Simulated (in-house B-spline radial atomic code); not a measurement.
Results of a calculation; reference values are marked as such.
**Ghost states of the separable form: Fe**

Fe, [Ar] 3d6 4s2, non-relativistic LDA (VWN5), spherical and spin-unpolarised, from a B-spline radial code for spherical atoms (atomic units; all potentials screened as in the neutral atom).

Troullier-Martins channels: 4s (ε = -0.1980, r_c = 2.306 bohr), 3d (ε = -0.2950, r_c = 2.086 bohr). In the Kleinman-Bylander form one channel serves as the local potential, and each other channel l becomes |δV u><u δV|/<u|δV|u>, with δV = V_l − V_local and u the pseudo-orbital. Its strength is E_KB = <u|δV²|u>/<u|δV|u>. By the analysis of Gonze, Stumpf and Scheffler a spurious state lies below the reference level ε if E_KB > 0 and ε is above the second level of the local potential alone, or if E_KB < 0 and ε is above its first. The table's levels are those of angular momentum l in a sphere of 9 bohr, whose wall can lift a shallow ε a little above its free-atom value.

```json
{"local": "s", "channel": "d", "<u δV u>": "-5.2735", "<u δV² u>": "47.341", "ε": "-0.2950", "first local level": "0.0959", "second local level": "0.3352"}
{"local": "d", "channel": "s", "<u δV u>": "0.16687", "<u δV² u>": "1.1836", "ε": "-0.1975", "first local level": "-7.5079", "second local level": "-0.7068"}
```

(1) Apply the rule to each row.

Diagonalising the separable Hamiltonian gives:

```csv
local,channel,three lowest levels,"all-electron, two lowest valence levels"
s,d,"-0.2950, 0.1109, 0.3811","-0.2950, 0.1087"
d,s,"-3.5386, -0.1975, 0.0898","-0.1975, 0.0900"
```

(2) Which choices of local channel are safe?

Results:

(1) Local s, channel d: E_KB = -8.98, so ε = -0.2950 is set against 0.0959: no ghost. Local d, channel s: E_KB = +7.09, so ε = -0.1975 is set against -0.7068: a ghost.

(2) Free of ghosts: s. With d local the s channel has a ghost 3.34 hartree below ε, since the local potential binds more than one state below ε, and a repulsive term of rank one raises each level at most to the next, so it clears only one of them. Among the safe choices the second level, which tests transfer, is off by at most 2.2 millihartree (s local).
